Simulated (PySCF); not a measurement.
C₂H₃Cl₃. Atoms are numbered in the order given.

```xyz
8

C      0.0000     0.0000     1.7633
C      0.0000     0.0000     0.2466
Cl     1.4466    -0.8352    -0.3615
Cl     0.0000     1.6703    -0.3615
Cl    -1.4466    -0.8352    -0.3615
H      0.0000    -1.0374     2.1254
H     -0.8984     0.5187     2.1254
H      0.8984     0.5187     2.1254
```

Geometry: ωB97X-D3(BJ)/def2-SVP.

Computed with PySCF with M06-2X/def2-TZVP.

ESP charges are fitted to the potential on shells at 1.4 to 2.0 van der Waals radii. Atomic charges (e):

```json
[
 {"atom": "C1", "ESP fit": "-0.70", "Mulliken": "-0.41", "meta-Löwdin": "-0.32", "Löwdin": "[?]"},
 {"atom": "C2", "ESP fit": "-0.32", "Mulliken": "0.06", "meta-Löwdin": "0.10", "Löwdin": "[?]"},
 {"atom": "Cl3", "ESP fit": "0.06", "Mulliken": "-0.05", "meta-Löwdin": "-0.06", "Löwdin": "[?]"},
 {"atom": "Cl4", "ESP fit": "0.06", "Mulliken": "-0.05", "meta-Löwdin": "-0.06", "Löwdin": "[?]"},
 {"atom": "Cl5", "ESP fit": "0.06", "Mulliken": "-0.05", "meta-Löwdin": "-0.06", "Löwdin": "[?]"},
 {"atom": "H6", "ESP fit": "0.28", "Mulliken": "0.16", "meta-Löwdin": "0.14", "Löwdin": "[?]"},
 {"atom": "H7", "ESP fit": "0.28", "Mulliken": "0.16", "meta-Löwdin": "0.14", "Löwdin": "[?]"},
 {"atom": "H8", "ESP fit": "0.28", "Mulliken": "0.16", "meta-Löwdin": "0.14", "Löwdin": "[?]"}
]
```

### Question
Some entries are withheld; supply them. (Estimate from the structure and the level; the computed values follow.)

### Answer

- C1, Löwdin: -0.35
- C2, Löwdin: -1.10
- Cl3, Löwdin: 0.35
- Cl4, Löwdin: 0.35
- Cl5, Löwdin: 0.35
- H6, Löwdin: 0.13
- H7, Löwdin: 0.13
- H8, Löwdin: 0.13

### Question
Give the Mayer and Wiberg (Löwdin basis) orders of the bonds. (Estimate from the structure and the level; the computed values follow.)

### Answer

| bond | Mayer | Wiberg |
|---|---|---|
| C1–C2 | 0.97 | 1.33 |
| C2–Cl3 | 1.15 | 1.63 |
| C2–Cl4 | 1.15 | 1.63 |
| C2–Cl5 | 1.15 | 1.63 |
| C1–H6 | 0.95 | 0.89 |
| C1–H7 | 0.95 | 0.89 |
| C1–H8 | 0.95 | 0.89 |
